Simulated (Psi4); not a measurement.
CaF2, charge +1, doublet, geometry from GFN2-xTB (such geometries of metal compounds can be far from the true shape) (a state made from the parent by changing its charge; the spin is typed, not shown lowest); B3LYP/def2-SVP (Psi4).

Input for Psi4:
```
memory 2 GB

molecule {
1 2
Ca    0.61694194   -0.10118126   -0.23165458
F    -0.86529860    1.21163076   -0.70157681
F    -0.50568349   -0.98678353    1.21636477
}

set {
  basis def2-svp
  reference uks
}

energy('b3lyp')
print_variables()
```

It wrote (shortened):

```
   => Loading Basis Set <=

    Name: DEF2-SVP
    Role: ORBITAL
    Keyword: BASIS

         ---------------------------------------------------------
                                   SCF
               by Justin Turney, Rob Parrish, Andy Simmonett
                          and Daniel G. A. Smith
                              UKS Reference
         ---------------------------------------------------------

  ==> Geometry <==

    Molecular point group: cs
    Full point group: Cs

    Geometry (in Angstrom), charge = 1, multiplicity = 2:

       Center              X                  Y                   Z               Mass
    ------------   -----------------  -----------------  -----------------  -----------------
         CA           0.089915084656    -0.680098848620     0.000000000000    39.962590863000
         F            1.362519930302     0.907923892830     0.000000000000    18.998403162730
         F           -1.551653706953     0.522644339722     0.000000000000    18.998403162730

  Running in cs symmetry.

  Rotational constants: A =      0.43687  B =      0.20538  C =      0.13970 [cm^-1]
  Rotational constants: A =  13097.02255  B =   6157.06465  C =   4188.16087 [MHz]
  Nuclear repulsion =  108.194060396818855

  Charge       = 1
  Multiplicity = 2
  Electrons    = 37
  Nalpha       = 19
  Nbeta        = 18

  ==> Algorithm <==

  SCF Algorithm Type is DF.
  DIIS enabled.
  MOM disabled.
  Fractional occupation disabled.
  Guess Type is SAD.
  Energy threshold   = 1.00e-06
  Density threshold  = 1.00e-06
  Integral threshold = 1.00e-12

  ==> Primary Basis <==

  Basis Set: DEF2-SVP
    Blend: DEF2-SVP
    Number of shells: 22
    Number of basis functions: 52
    Number of Cartesian functions: 56
    Spherical Harmonics?: true
    Max angular momentum: 2

  ==> DFT Potential <==

   => LibXC <=

    Version 7.1.2
    S. Lehtola, C. Steigemann, M. J. T. Oliveira, and M. A. L. Marques,  SoftwareX 7, 1–5 (2018) (10.1016/j.softx.2017.11.002)

   => Composite Functional: B3LYP <=

    B3LYP Hyb-GGA Exchange-Correlation Functional

    P. J. Stephens, F. J. Devlin, C. F. Chabalowski, and M. J. Frisch,  J. Phys. Chem. 98, 11623 (1994) (10.1021/j100096a001)

    Deriv               =              1
    GGA                 =           TRUE
    Meta                =          FALSE

    Exchange Hybrid     =           TRUE
    MP2 Hybrid          =          FALSE

   => Exchange Functionals <=

    0.0800   Slater exchange
    0.7200         Becke 88

   => Exact (HF) Exchange <=

    0.2000               HF

   => Correlation Functionals <=

    0.1900   Vosko, Wilk & Nusair (VWN5_RPA)
    0.8100   Lee, Yang & Parr

   => LibXC Density Thresholds  <==

    XC_HYB_GGA_XC_B3LYP:  1.00E-15

   => Molecular Quadrature <=

    Radial Scheme          =       TREUTLER
    Pruning Scheme         =           NONE
    Nuclear Scheme         =       TREUTLER

    Blocking Scheme        =         OCTREE
    BS radius alpha        =              1
    Pruning alpha          =              1
    Radial Points          =             75
    Spherical Points       =            302
    Total Points           =          66061
    Total Blocks           =            568
    Max Points             =            250
    Max Functions          =             51
    Weights Tolerance      =       1.00E-15

   => Loading Basis Set <=

    Name: (DEF2-SVP AUX)
    Role: JKFIT
    Keyword: DF_BASIS_SCF

  ==> Integral Setup <==

  SCF_SUBTYPE=INCORE selected. In-core MEM_DF algorithm will be used.
  Using in-core AOs.

  ==> MemDFJK: Density-Fitted J/K Matrices <==

    J tasked:                   Yes
    K tasked:                   Yes
    wK tasked:                   No
    Algorithm:                 Core
    Schwarz Cutoff:           1E-12
    Mask sparsity (%):       2.1450
    Fitting Condition:        1E-10

   => Auxiliary Basis Set <=

  Basis Set: (DEF2-SVP AUX)
    Blend: DEF2-UNIVERSAL-JKFIT
    Number of shells: 94
[...]

   -------------------------
    Irrep   Nso     Nmo
   -------------------------
     A'        37      37
     A"        15      15
   -------------------------
    Total      52      52
   -------------------------

  ==> Iterations <==

                           Total Energy        Delta E     RMS |[F,P]|

   @DF-UKS iter SAD:  -876.26090172394129   -8.76261e+02   0.00000e+00
   @DF-UKS iter   1:  -876.72825753619043   -4.67356e-01   9.54381e-03 ADIIS/DIIS
   @DF-UKS iter   2:  -876.62394956171875    1.04308e-01   1.69516e-02 ADIIS/DIIS
   @DF-UKS iter   3:  -876.78841292434367   -1.64463e-01   1.37607e-03 ADIIS/DIIS
   @DF-UKS iter   4:  -876.77089116172056    1.75218e-02   5.14603e-03 ADIIS/DIIS
   @DF-UKS iter   5:  -876.78973548693364   -1.88443e-02   1.33033e-04 ADIIS/DIIS
   @DF-UKS iter   6:  -876.78975642475393   -2.09378e-05   4.15511e-05 DIIS
   @DF-UKS iter   7:  -876.78976199564545   -5.57089e-06   2.06978e-05 DIIS
   @DF-UKS iter   8:  -876.78976532699949   -3.33135e-06   1.35579e-05 DIIS
   @DF-UKS iter   9:  -876.78976920588752   -3.87889e-06   7.09440e-06 DIIS
   @DF-UKS iter  10:  -876.78977023099787   -1.02511e-06   3.01570e-06 DIIS
   @DF-UKS iter  11:  -876.78977024513244   -1.41346e-08   9.21394e-07 DIIS
  Energy and wave function converged.

  ==> Post-Iterations <==

   Electrons on quadrature grid:
      Nalpha   =   19.0002190979 ; deviation = 2.191e-04
      Nbeta    =   18.0001747543 ; deviation = 1.748e-04
      Ntotal   =   37.0003938522 ; deviation = 3.939e-04

   @Spin Contamination Metric:   1.198556400E-02
   @S^2 Expected:                7.500000000E-01
   @S^2 Observed:                7.619855640E-01
   @S   Expected:                5.000000000E-01
   @S   Observed:                5.000000000E-01

    Orbital Energies [Eh]
    ---------------------

    Alpha Occupied:

[...]
       4App   -0.629957

    Alpha Virtual:

[...]
    Beta Occupied:

[...]
    Beta Virtual:

[...]
      37Ap     2.886744

    Final Occupation by Irrep:
             Ap   App
    DOCC [    14,    4 ]
    SOCC [     1,    0 ]
    NA   [    15,    4 ]
    NB   [    14,    4 ]

  @DF-UKS Final Energy:  -876.78977024513244

   => Energetics <=

    Nuclear Repulsion Energy =            108.1940603968188555
    One-Electron Energy =               -1414.1141167552154911
    Two-Electron Energy =                 474.9467691896137467
    DFT Exchange-Correlation Energy =     -45.8164830763496127
    Empirical Dispersion Energy =           0.0000000000000000
    VV10 Nonlocal Energy =                  0.0000000000000000
    Total Energy =                       -876.7897702451324449

  UHF NO Occupations:
  HONO-2 :   13 Ap 1.9998822
  HONO-1 :   14 Ap 1.9945187
  HONO-0 :   15 Ap 1.0000000
  LUNO+0 :   16 Ap 0.0054813
  LUNO+1 :   17 Ap 0.0001178
  LUNO+2 :   18 Ap 0.0001168
  LUNO+3 :    5App 0.0000931

Computation Completed

Properties will be evaluated at   0.000000,   0.000000,   0.000000 [a0]

Properties computed using the SCF density matrix

 Multipole Moments:

 ------------------------------------------------------------------------------------
     Multipole            Electronic (a.u.)      Nuclear  (a.u.)        Total (a.u.)
 ------------------------------------------------------------------------------------

 L = 1.  Multiply by 2.5417464519 to convert [e a0] to [Debye]
 Dipole X            :          0.1947177            0.1815983            0.3763160
 Dipole Y            :         -1.4723445           -1.3735718           -2.8459162
 Dipole Z            :          0.0000000            0.0000000            0.0000000
 Magnitude           :                                                    2.8706886

 ------------------------------------------------------------------------------------

  Variable Map:
  ----------------------------------------------------------------------------
[...]
  Array Variable Map:
  ----------------------------------------------------------------------------
[...]
[...]
```
